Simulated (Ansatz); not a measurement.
C2H5BSe can be A, `CBC=[Se]`, or B, `B[Se]C=C`.

Calculated with Ansatz (gas phase, PBE0-D4/def2-TZVP geometries, no zero-point term in ΔE). CBS: MP2 limit from def2 TZ/QZ plus the TZ coupled-cluster correction, frozen cores. DFT in def2-TZVPP. B3LYP here is the variant with VWN-RPA as its local correlation; programs differ in this. For Se outer-core shells are correlated without core-valence functions, which leaves a few kJ/mol of doubt a bond. Scalar relativity is left out up to krypton. Each species was taken in one conformer, which may not be the lowest.

Which isomer does CCSD(T)/CBS put lower? Give the gap. (Best estimate.)

Ansatz gave: B, by 35.2 kJ/mol.

Give E(B) − E(A) in kJ/mol with B3LYP, r2SCAN-D4, PBE-D4, CCSD(T)/def2-TZVPP, CCSD/def2-TZVPP, HF/def2-TZVPP, BLYP-D4. (An estimate is asked.)

Computed: B3LYP -34.8, r2SCAN-D4 -30.4, PBE-D4 -28.1, CCSD(T)/def2-TZVPP -38.1, CCSD/def2-TZVPP -42.1, HF/def2-TZVPP -52.9, BLYP-D4 -30.4. None reverses the order clearly.

Does the order hold for the free energy at 298.15 K (harmonic terms from PBE0-D4)? (An estimate is asked.)

Ansatz gave: Yes: G(B) − G(A) = -33.5 kJ/mol, for one conformer each.

Largest T1 diagnostic: 0.018.

From PBE to PBE0 (25 % exact exchange), in def2-TZVPP and without D4, E(B) − E(A) moves by −6.3 kJ/mol. In def2-TZVPP, CCSD(T) changes the Hartree–Fock value by +14.8 kJ/mol (the triples alone add +4.0 kJ/mol) and MP2 by +15.1 kJ/mol.
